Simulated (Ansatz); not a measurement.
The same molecule with X = B, Al, In. Ansatz, PBE0-D4/def2-TZVP geometries, multiplicity 1. Each molecule was computed in one conformer, which needn't be the lowest.

Elements past krypton have def2 core potentials.

```csv
X,molecule,mean X–H bond length / Å,mean X–N bond length / Å,mean X–O bond length / Å,HOMO energy (B3LYP/def2-TZVPP) / eV,HOMO–LUMO gap (ωB97M-V/def2-TZVPP) / eV,HOMO–LUMO gap (B3LYP/def2-TZVPP) / eV
B,`CN(C)BO`,1.202,1.398,1.375,-6.52,11.45,7.29
In,`C[N](C)[InH][OH]`,1.698,1.999,1.992,-5.79,8.72,4.71
```

(1) Give the row for X = Al, `C[N](C)[AlH][OH]`. (Estimate.)

Answers

(1) Computed: 
```tsv
X	molecule	mean X–H bond length / Å	mean X–N bond length / Å	mean X–O bond length / Å	HOMO energy (B3LYP/def2-TZVPP) / eV	HOMO–LUMO gap (ωB97M-V/def2-TZVPP) / eV	HOMO–LUMO gap (B3LYP/def2-TZVPP) / eV
Al	`C[N](C)[AlH][OH]`	1.573	1.773	1.696	-6.19	10.28	6.04
```

From B to In the mean X–H bond length rises at each step, by 0.496 Å in all; the mean X–N bond length rises at each step, by 0.601 Å in all; the mean X–O bond length rises at each step, by 0.617 Å in all; the HOMO energy (B3LYP/def2-TZVPP) rises at each step, by 0.73 eV in all; the HOMO–LUMO gap (ωB97M-V/def2-TZVPP) falls at each step, by 2.73 eV in all; the HOMO–LUMO gap (B3LYP/def2-TZVPP) falls at each step, by 2.58 eV in all. Bonds lengthen as the atom grows down the group.

Positive LUMOs are unbound, so they and the gaps depend on the basis.

B3LYP here is the variant with VWN-RPA as its local correlation; programs differ in this.
